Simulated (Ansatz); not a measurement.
CH2O, triplet, geometry from GFN2-xTB (a higher spin typed on purpose: for a closed-shell molecule this is an excited state), atoms displaced at random by about 0.02 Å a coordinate; B3LYP/cc-pVDZ (Ansatz, a first-principles code).

Input for Ansatz:
Ansatz 0.2 input:
```yaml
crystal:
  periodic: [false, false, false]
  atoms:
    - {symbol: C, position_ang: [-0.54957888, 0.08470602, 0.19939785]}
    - {symbol: O, position_ang: [0.68683247, -0.12493136, -0.12051877]}
    - {symbol: H, position_ang: [-1.28252374, -0.62098404, -0.11959624]}
    - {symbol: H, position_ang: [-0.95708957, 1.08983860, -0.03379806]}
basis:
  gaussian:
    orbitals: cc-pVDZ
hamiltonian:
  xc: b3lyp
magnetization: {spin_polarized: true, initial_magnetization: 2}
relax: {f_tol: 0.0005}
```

### Question
Write the output that Ansatz gives for this input, abridged.

### Answer

```
Functional definition: B3LYP
394 factors; integrals over basis functions are off by at most 3.8e-4 eV
mean field evaluation 1: about -3111.3397 eV, gradient 1.8e1 eV
mean field evaluation 2: about -3111.7501 eV, gradient 1.6e1 eV
mean field evaluation 4: about -3112.9466 eV, gradient 9.5e-1 eV
mean field evaluation 8: about -3112.9499 eV, gradient 1.1e-2 eV
mean field -3112.94991719 eV, -114.3987994237 hartree, gradient 3.7e-5 eV, S^2 2.004955; 0 other end points of the search recorded, 0 dependent functions left out
the calculation of the forces begins
reference -3112.95005535 eV, -114.3988045007 hartree; 9, 7 occupied and 29, 31 virtual orbitals, 394 factors
relax step   1: F+E_penalty+E_count = -3112.94991719 eV  Δ(F+E_penalty+E_count) = +0.000e0 eV  max|allowed force component| = 1.412e0 eV/Å  Δτ_max = 0.0000 Å  (25 SCF iters, accepted)
these checks for a lower state are left out or cut short: starts, cluster_reference, orbital_swaps, neighbouring_geometries, increment
394 factors; integrals over basis functions are off by at most 3.9e-4 eV
mean field evaluation 16: about -3113.0071 eV, gradient 6.8e-3 eV
mean field -3113.00662282 eV, -114.4008833171 hartree, gradient 2.4e-5 eV, S^2 2.004940; 0 other end points of the search recorded, 0 dependent functions left out
the calculation of the forces begins
reference -3113.00676210 eV, -114.4008884356 hartree; 9, 7 occupied and 29, 31 virtual orbitals, 394 factors
relax step   2: F+E_penalty+E_count = -3113.00662282 eV  Δ(F+E_penalty+E_count) = -5.671e-2 eV  max|allowed force component| = 4.627e-1 eV/Å  Δτ_max = 0.0397 Å  (28 SCF iters, accepted)
these checks for a lower state are left out or cut short: starts, cluster_reference, orbital_swaps, neighbouring_geometries, increment
394 factors; integrals over basis functions are off by at most 4.9e-4 eV
mean field -3112.96404830 eV, -114.3993187322 hartree, gradient 2.1e-5 eV, S^2 2.004762; 0 other end points of the search recorded, 0 dependent functions left out
the calculation of the forces begins
reference -3112.96418820 eV, -114.3993238735 hartree; 9, 7 occupied and 29, 31 virtual orbitals, 394 factors
relax step   3: F+E_penalty+E_count = -3112.96404830 eV  Δ(F+E_penalty+E_count) = +4.257e-2 eV  max|allowed force component| = 1.853e0 eV/Å  Δτ_max = 0.0650 Å  (32 SCF iters, rejected (line search))
these checks for a lower state are left out or cut short: starts, cluster_reference, orbital_swaps, neighbouring_geometries, increment
394 factors; integrals over basis functions are off by at most 4.1e-4 eV
mean field -3113.02099957 eV, -114.4014116527 hartree, gradient 1.1e-5 eV, S^2 2.004875; 0 other end points of the search recorded, 0 dependent functions left out
the calculation of the forces begins
reference -3113.02113943 eV, -114.4014167926 hartree; 9, 7 occupied and 29, 31 virtual orbitals, 394 factors
relax step   4: F+E_penalty+E_count = -3113.02099957 eV  Δ(F+E_penalty+E_count) = -1.438e-2 eV  max|allowed force component| = 4.231e-2 eV/Å  Δτ_max = 0.0295 Å  (29 SCF iters, accepted)
these checks for a lower state are left out or cut short: starts, cluster_reference, orbital_swaps, neighbouring_geometries, increment
394 factors; integrals over basis functions are off by at most 4.1e-4 eV
mean field evaluation 32: about -3113.0214 eV, gradient 1.2e-1 eV
mean field -3113.02112527 eV, -114.4014162721 hartree, gradient 2.6e-5 eV, S^2 2.004873; 0 other end points of the search recorded, 0 dependent functions left out
the calculation of the forces begins
reference -3113.02126511 eV, -114.4014214112 hartree; 9, 7 occupied and 29, 31 virtual orbitals, 394 factors
relax step   5: F+E_penalty+E_count = -3113.02112527 eV  Δ(F+E_penalty+E_count) = -1.257e-4 eV  max|allowed force component| = 1.471e-2 eV/Å  Δτ_max = 0.0022 Å  (27 SCF iters, accepted)
these checks for a lower state are left out or cut short: starts, cluster_reference, orbital_swaps, neighbouring_geometries, increment
394 factors; integrals over basis functions are off by at most 4.1e-4 eV
mean field -3113.02115059 eV, -114.4014172028 hartree, gradient 8.1e-5 eV, S^2 2.004872; 0 other end points of the search recorded, 0 dependent functions left out
the calculation of the forces begins
reference -3113.02129044 eV, -114.4014223421 hartree; 9, 7 occupied and 29, 31 virtual orbitals, 394 factors
relax step   6: F+E_penalty+E_count = -3113.02115059 eV  Δ(F+E_penalty+E_count) = -2.533e-5 eV  max|allowed force component| = 5.516e-3 eV/Å  Δτ_max = 0.0014 Å  (22 SCF iters, accepted)
these checks for a lower state are left out or cut short: starts, cluster_reference, orbital_swaps, neighbouring_geometries, increment
394 factors; integrals over basis functions are off by at most 4.1e-4 eV
mean field -3113.02114991 eV, -114.4014171776 hartree, gradient 1.2e-5 eV, S^2 2.004872; 0 other end points of the search recorded, 0 dependent functions left out
the calculation of the forces begins
reference -3113.02128977 eV, -114.4014223173 hartree; 9, 7 occupied and 29, 31 virtual orbitals, 394 factors
relax step   7: F+E_penalty+E_count = -3113.02114991 eV  Δ(F+E_penalty+E_count) = +6.856e-7 eV  max|allowed force component| = 6.897e-3 eV/Å  Δτ_max = 0.0005 Å  (22 SCF iters, rejected (line search))
these checks for a lower state are left out or cut short: starts, cluster_reference, orbital_swaps, neighbouring_geometries, increment
394 factors; integrals over basis functions are off by at most 4.1e-4 eV
mean field -3113.02115128 eV, -114.4014172278 hartree, gradient 1.7e-5 eV, S^2 2.004872; 0 other end points of the search recorded, 0 dependent functions left out
the calculation of the forces begins
reference -3113.02129112 eV, -114.4014223672 hartree; 9, 7 occupied and 29, 31 virtual orbitals, 394 factors
relax step   8: F+E_penalty+E_count = -3113.02115128 eV  Δ(F+E_penalty+E_count) = -6.807e-7 eV  max|allowed force component| = 1.890e-4 eV/Å  Δτ_max = 0.0002 Å  (21 SCF iters, accepted)
394 factors; integrals over basis functions are off by at most 4.1e-4 eV
mean field evaluation 64: about -3113.0212 eV, gradient 2.6e-5 eV
mean field -3113.02115128 eV, -114.4014172278 hartree, gradient 1.7e-5 eV, S^2 2.004872; 1 other end points of the search recorded, 0 dependent functions left out
the calculation of the forces begins
reference -3113.02129112 eV, -114.4014223672 hartree; 9, 7 occupied and 29, 31 virtual orbitals, 394 factors
Total energy: -3113.02129112 eV, -114.4014223672 hartree
Atom 0 at    -0.573408     0.104080     0.215996 Å, force     0.000189    -0.000017     0.000113 eV/Å
Atom 1 at     0.667639    -0.120736    -0.129045 Å, force    -0.000086    -0.000020    -0.000002 eV/Å
Atom 2 at    -1.276268    -0.685825    -0.128905 Å, force    -0.000048    -0.000106    -0.000067 eV/Å
Atom 3 at    -0.920322     1.131110    -0.032561 Å, force    -0.000055     0.000143    -0.000044 eV/Å
Dipole moment:    -0.261912     0.056767    -0.102956 e Å
```
